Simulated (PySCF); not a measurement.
FH$_{4}$NSi$_{2}$, AlBFH$_{3}$O, ClFH$_{2}$NSi, AlBH$_{2}$NO and others (calculated)

Computed with PySCF 2.14.0. Calculation on a computer-drawn molecule: the log of a Hartree-Fock and frozen-core CCSD(T) single point meant for a local Hartree-Fock minimum, with one planted fault or none, to be diagnosed. Offsets are logged minus clean, where the clean run is the same molecule without the fault. The reference is restricted for singlets and unrestricted otherwise, and also for a bond in bohr or an excited solution. Adding or removing an electron swaps singlet and doublet. The excited solution moves the top pair (singlet) or top alpha electron (doublet) to the lowest empty orbital. Highest occupied and lowest empty are orbital energies over both spins, largest force is the largest gradient component, triples share is (T) over the correlation energy, the T1 limit is 0.02 restricted and 0.045 unrestricted, electrons count all cores, a negative frequency is imaginary (commonest isotopes), and the dipole is about the centre of nuclear charge.

Common to all runs: meant basis cc-pV(D+d)Z; logged SCF converged yes; logged CC converged yes; logged SCF stable within its kind yes; possible faults no fault, one electron removed, one electron added, multiplicity raised by two, geometry at a saddle point, SCF held on an excited solution, minimal basis STO-3G, one bond length entered in bohr, all coordinates scaled.

(1) 
```xyz
8
formula=FH4NSi2 meant_charge=0 meant_multiplicity=1 logged_electrons=47 logged_basis_functions=94 logged_spin_squared=0.7753 logged_highest_occupied=-18.383 logged_lowest_empty=-6.0186 logged_largest_force=0.072311 logged_T1_diagnostic=0.024702 logged_D1_diagnostic=0.12204 logged_triples_share=0.024647 logged_dipole_magnitude=3.8075 logged_energy_HF=-733.81821 logged_energy_CCSD(T)=-734.37488 planted_fault=one_electron_removed HF_energy_offset_from_clean_run=184.6 CCSD(T)_energy_offset_from_clean_run=213.7
N      0.9104    -2.7168    -2.3339
Si     0.1905    -1.4747    -1.7302
F     -1.0458    -0.8336    -2.5236
Si     0.4595    -0.1723     0.2111
H      1.6895    -3.1983    -1.9290
H     -0.7900    -0.2361     0.9979
H      0.7313     1.2234    -0.1922
H      1.5909    -0.7186     0.9873
```

Units: logged_highest_occupied, logged_lowest_empty in eV; logged_largest_force in hartree/bohr; logged_dipole_magnitude in debye; logged_energy_HF, logged_energy_CCSD(T) in hartree; HF_energy_offset_from_clean_run, CCSD(T)_energy_offset_from_clean_run in kcal/mol.

Drawn bonds:
```
atom  other atom  order
   1           2      2
   2           3      1
   2           4      1
   1           5      1
   4           6      1
   4           7      1
   4           8      1
```

(2) 
```xyz
7
formula=AlBFH3O meant_charge=0 meant_multiplicity=1 logged_electrons=38 logged_basis_functions=80 logged_spin_squared=0 logged_highest_occupied=-11.843 logged_lowest_empty=1.2175 logged_largest_force=0.030469 logged_T1_diagnostic=0.01615 logged_D1_diagnostic=0.051875 logged_triples_share=0.021114 logged_dipole_magnitude=2.0684 logged_energy_HF=-442.80957 logged_energy_CCSD(T)=-443.36809 planted_fault=all_coordinates_scaled,by_+4.0_% HF_energy_offset_from_clean_run=6.572 CCSD(T)_energy_offset_from_clean_run=3.062
F     -0.3472     3.0801     2.2996
B     -1.3492     3.2408     1.3467
O     -1.8718     2.1288     0.7161
Al    -2.3523     0.5590     0.0759
H     -1.7316     4.3999     1.1056
H     -3.5740    -0.2216     0.8244
H     -1.5683     0.0083    -1.2447
```

Units: logged_highest_occupied, logged_lowest_empty in eV; logged_largest_force in hartree/bohr; logged_dipole_magnitude in debye; logged_energy_HF, logged_energy_CCSD(T) in hartree; HF_energy_offset_from_clean_run, CCSD(T)_energy_offset_from_clean_run in kcal/mol.

Drawn bonds:
```
atom  other atom  order
   1           2      1
   2           3      1
   3           4      1
   2           5      1
   4           6      1
   4           7      1
```

(3) 
```xyz
6
formula=ClFH2NSi meant_charge=0 meant_multiplicity=2 logged_electrons=49 logged_basis_functions=84 logged_spin_squared=0.7529 logged_highest_occupied=-8.5344 logged_lowest_empty=2.6946 logged_largest_force=0.11327 logged_T1_diagnostic=0.010846 logged_D1_diagnostic=0.043881 logged_triples_share=0.019452 logged_dipole_magnitude=2.682 logged_energy_HF=-903.53752 logged_energy_CCSD(T)=-904.13531 planted_fault=all_coordinates_scaled,by_-8.9_% HF_energy_offset_from_clean_run=43.99 CCSD(T)_energy_offset_from_clean_run=51.97
N     -1.8713     0.1281     1.0145
Si    -0.9821    -0.2258    -0.1976
F      0.1103    -1.0495     0.3315
Cl    -1.9868    -1.2337    -1.4316
H     -2.6804     0.5372     0.9079
H     -1.4898     0.3262     1.8208
```

Units: logged_highest_occupied, logged_lowest_empty in eV; logged_largest_force in hartree/bohr; logged_dipole_magnitude in debye; logged_energy_HF, logged_energy_CCSD(T) in hartree; HF_energy_offset_from_clean_run, CCSD(T)_energy_offset_from_clean_run in kcal/mol.

Drawn bonds:
```
atom  other atom  order
   1           2      1
   2           3      1
   2           4      1
   1           5      1
   1           6      1
```

(4) 
```xyz
6
formula=AlBH2NO meant_charge=0 meant_multiplicity=2 logged_electrons=35 logged_basis_functions=75 logged_spin_squared=0.7557 logged_highest_occupied=-8.7593 logged_lowest_empty=0.79793 logged_largest_force=0.025815 logged_T1_diagnostic=0.020569 logged_D1_diagnostic=0.056986 logged_triples_share=0.031218 logged_dipole_magnitude=4.525 logged_energy_HF=-397.15299 logged_energy_CCSD(T)=-397.6599 planted_fault=all_coordinates_scaled,by_-1.3_% HF_energy_offset_from_clean_run=0.7642 CCSD(T)_energy_offset_from_clean_run=2.445
N      1.6196    -0.8497    -3.0620
Al     1.2809    -1.7346    -1.6045
B      0.7445    -0.5486     0.0702
O      0.4438     0.0734     1.0194
H      1.5799     0.1363    -3.1580
H      1.8827    -1.2538    -3.9270
```

Units: logged_highest_occupied, logged_lowest_empty in eV; logged_largest_force in hartree/bohr; logged_dipole_magnitude in debye; logged_energy_HF, logged_energy_CCSD(T) in hartree; HF_energy_offset_from_clean_run, CCSD(T)_energy_offset_from_clean_run in kcal/mol.

Drawn bonds:
```
atom  other atom  order
   1           2      1
   2           3      1
   3           4      2
   1           5      1
   1           6      1
```

(5) 
```xyz
7
formula=BH4OSi meant_charge=1 meant_multiplicity=1 logged_electrons=30 logged_basis_functions=23 logged_spin_squared=0 logged_highest_occupied=-16.225 logged_lowest_empty=-1.9032 logged_largest_force=0.042549 logged_T1_diagnostic=0.029566 logged_D1_diagnostic=0.10557 logged_triples_share=0.047128 logged_dipole_magnitude=3.4018 logged_energy_HF=-385.98225 logged_energy_CCSD(T)=-386.14692 planted_fault=minimal_basis_STO-3G HF_energy_offset_from_clean_run=2890 CCSD(T)_energy_offset_from_clean_run=3028
B     -1.4294    -0.8228    -3.1105
O     -1.0631    -0.7999    -1.7484
Si    -0.6591    -0.7808    -0.2560
H     -2.4331    -1.3964    -3.3744
H     -0.6979    -0.2667    -3.8600
H     -1.1392     0.3132     0.5741
H      0.1819    -1.8574     0.2443
```

Units: logged_highest_occupied, logged_lowest_empty in eV; logged_largest_force in hartree/bohr; logged_dipole_magnitude in debye; logged_energy_HF, logged_energy_CCSD(T) in hartree; HF_energy_offset_from_clean_run, CCSD(T)_energy_offset_from_clean_run in kcal/mol.

Drawn bonds:
```
atom  other atom  order
   1           2      1
   2           3      1
   1           4      1
   1           5      1
   3           6      1
   3           7      1
```

Notes: T1 above single-reference limit.
